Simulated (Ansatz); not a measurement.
## Telling isomers of C2H4AgAlO apart by their spectra

These gas-phase data were calculated for one isomer of C2H4AgAlO at PBE0-D3(BJ)/def2-SVP (harmonic, unscaled wavenumbers; equilibrium rotational constants with average atomic masses):

| Property | Result |
| --- | --- |
| rotational constants | 2.99, 1.245, 0.8789 GHz |
| all wavenumbers above 1500 cm⁻¹ | 3980, 3199, 3145, 3107, 1659 |

Candidates:

(1) `C=[CH][Al]([OH])[Ag]`, a singlet
(2) `C=C[O][AlH][Ag]`, a singlet

Problem. Which candidate do the data belong to?

Solution. Candidate (1). The band at 3980 cm⁻¹ lies where the O–H stretch is expected; (2) has no mode between 3300 and 4000 cm⁻¹.

The same quantities for all candidates:

|  | rotational constants (GHz) | wavenumbers above 1500 cm⁻¹ | E above the lowest, PBE0-D3(BJ)/def2-SVP (kcal/mol) |
| --- | --- | --- | --- |
| (1) | 2.99, 1.245, 0.8789 | 3980, 3199, 3145, 3107, 1659 | 0.0 |
| (2) | 4.183, 1.12, 0.9085 | 3285, 3177, 3149, 1921, 1713 | 10.3 |

Harmonic stretches to hydrogen usually lie a few per cent above observed fundamentals. Each candidate is one conformer. Atoms past krypton carry core potentials. Programs: Ansatz 0.2.0.
